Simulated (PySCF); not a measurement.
SCF from a fresh guess for triplet MoCl₃⁺, at the PBE minimum. PySCF input:

```python
from pyscf import gto, scf, dft
mol = gto.M(atom='''
Mo     0.062548    -0.000016     0.000000
Cl     2.248409    -0.000587     0.000000
Cl    -1.211648     1.792622    -0.000000
Cl    -1.212585    -1.791989    -0.000000''',
    basis={'Mo': 'def2-SVP', 'Cl': 'def2-SVP'},
    ecp={'Mo': 'def2-SVP'},
    charge=1, spin=2)
mf = dft.UKS(mol, xc='PBE')
mf.grids.atom_grid = (50, 194)
aux = {'Mo': 'def2-universal-JKFIT', 'Cl': 'def2-universal-JKFIT'}
mf = mf.density_fit(auxbasis=aux)
mf.conv_tol = 1e-08
mf.diis_space = 10
mf.max_cycle = 60
mf.init_guess = 'minao'
mf.verbose = 4
mf.kernel()
```

Excerpt of the output (cycles alone):

```
init E= -1440.6489932369
cycle= 1 E= -1447.59784673065  delta_E= -6.95  |g|= 0.247  |ddm|= 2.33
cycle= 2 E= -1446.58699045783  delta_E= 1.01  |g|= 1.43  |ddm|= 1.74
cycle= 3 E= -1447.6191022793  delta_E= -1.03  |g|= 0.166  |ddm|= 1.63
cycle= 4 E= -1447.61826493308  delta_E= 0.000837  |g|= 0.153  |ddm|= 0.356
cycle= 5 E= -1447.63538393761  delta_E= -0.0171  |g|= 0.0357  |ddm|= 0.214
cycle= 6 E= -1447.63611419842  delta_E= -0.00073  |g|= 0.00619  |ddm|= 0.0377
cycle= 7 E= -1447.63609167014  delta_E= 2.25e-05  |g|= 0.008  |ddm|= 0.0383
cycle= 8 E= -1447.63613961573  delta_E= -4.79e-05  |g|= 0.0027  |ddm|= 0.0383
cycle= 9 E= -1447.63614656197  delta_E= -6.95e-06  |g|= 0.000405  |ddm|= 0.00985
cycle= 10 E= -1447.63614677049  delta_E= -2.09e-07  |g|= 0.000237  |ddm|= 0.0014
cycle= 11 E= -1447.63614682343  delta_E= -5.29e-08  |g|= 4.51e-05  |ddm|= 0.000485
cycle= 12 E= -1447.6361468245  delta_E= -1.07e-09  |g|= 1.22e-05  |ddm|= 6.93e-05
Extra cycle  E= -1447.63614682381  delta_E= 6.85e-10  |g|= 3.3e-05  |ddm|= 6.38e-05
converged SCF energy = -1447.63614682381  <S^2> = 2.0203628  2S+1 = 3.0135446
```

No lower solution of this spin was found from smeared starts or by a stability analysis within the unrestricted form.

Open d and f shells are described by one determinant, and the ground state may have another occupation or spin.

The search for the lowest solution, 3 starts and the stability check together, took 20 s on 2 threads of a shared Intel Xeon 6975P-C (Granite Rapids) host, with 85 basis functions; the process peaked at 0.4 GiB.
